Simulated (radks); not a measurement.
Spherical quantum dot in the effective-mass picture: electrons in a hard-walled sphere of radius 10.2, all in effective atomic units (hartree* = m*/eps^2 hartree, bohr* = eps/m* bohr), one dielectric constant everywhere. Calculated with a radial shooting solver with Libxc functionals: non-relativistic Kohn-Sham, LDA (Slater exchange, Perdew-Wang correlation), spin-polarised, spherical densities. Levels are named by radial order and angular momentum (1s, 1p, 1d, 2s, ...), and open shells are averaged over m. Results are scaled to m* = 0.188 and eps = 4.7, for which hartree* = 231.6 meV and bohr* = 1.323 nm. Each electron was tried in the lowest free levels, single moves between levels near the top were tried too, and the lowest total energy was kept; such a search can miss a lower state. At N = 1 the Hartree and exchange-correlation terms need not cancel, so that row can carry a self-interaction error.

| N | open shells | 2S | E (meV) | mu = E(N) - E(N-1) (meV) | addition energy mu(N+1) - mu(N) (meV) | e(HOMO) (meV) | rms radius (nm) |
|---|---|---|---|---|---|---|---|
| 1 | 1s(up 1, down 0) | 1 | 10.8563 | 10.856 | 31.55 | 24.326 | 7.345 |
| 2 | none | 0 | 53.2592 | 42.403 | 35.10 | 55.926 | 8.035 |
| 3 | 1p(up 1, down 0) | 1 | 130.767 | 77.508 | 26.48 | 90.639 | 8.600 |
| 4 | 1p(up 2, down 0) | 2 | 234.756 | 103.99 | 26.86 | 117.39 | 8.926 |
| 5 | 1p(up 3, down 0) | 3 | 365.603 | 130.85 | 31.96 | 144.31 | 9.156 |
| 6 | 1p(up 3, down 1) | 2 | 528.413 | 162.81 | 26.04 | 175.77 | 9.337 |
| 7 | 1p(up 3, down 2) | 1 | 717.264 | 188.85 | 26.28 | 201.97 | 9.482 |
| 8 | none | 0 | 932.393 | 215.13 | 36.00 | 228.30 | 9.604 |
| 9 | 1d(up 1, down 0) | 1 | 1183.52 | 251.12 | 25.94 | 264.08 | 9.728 |
| 10 | 1d(up 2, down 0) | 2 | 1460.58 | 277.06 | 25.99 | 290.05 | 9.833 |
| 11 | 1d(up 3, down 0) | 3 | 1763.63 | 303.05 | 26.01 | 316.05 | 9.923 |
| 12 | 1d(up 4, down 0) | 4 | 2092.69 | 329.06 | 26.01 | 342.06 | 10.00 |
| 13 | 1d(up 5, down 0) | 5 | 2447.75 | 355.07 | 31.30 | 368.07 | 10.07 |
| 14 | 1d(up 5, down 1) | 4 | 2834.12 | 386.37 | 25.58 | 399.14 | 10.14 |
| 15 | 1d(up 5, down 2) | 3 | 3246.06 | 411.95 | 25.64 | 424.76 | 10.20 |
| 16 | 1d(up 5, down 3) | 2 | 3683.64 | 437.58 | 25.67 | 450.41 | 10.25 |
| 17 | 1d(up 5, down 4) | 1 | 4146.89 | 463.25 | 25.68 | 476.08 | 10.30 |
| 18 | none | 0 | 4635.82 | 488.93 | 37.68 | 501.77 | 10.34 |
| 19 | 1f(up 1, down 0) | 1 | 5162.42 | 526.61 | 25.48 | 539.34 | 10.39 |
| 20 | 1f(up 2, down 0) | 2 | 5714.51 | 552.08 | 25.49 | 564.83 | 10.43 |
| 21 | 1f(up 3, down 0) | 3 | 6292.08 | 577.57 | 25.49 | 590.32 | 10.47 |
| 22 | 1f(up 4, down 0) | 4 | 6895.14 | 603.06 | 25.49 | 615.81 | 10.51 |
| 23 | 1f(up 5, down 0) | 5 | 7523.69 | 628.55 | 25.48 | 641.29 | 10.55 |
| 24 | 1f(up 6, down 0) | 6 | 8177.72 | 654.03 | - | 666.77 | 10.58 |

All shells are closed at N = 2, 8, 18 (there: 1s2 1p6 1d10); the second difference of the energy has clear peaks (12 % above both neighbours; the first and last values, which can be the largest, are not judged, and half-filled shells can peak too) at N = 5, 8, 13, 18.
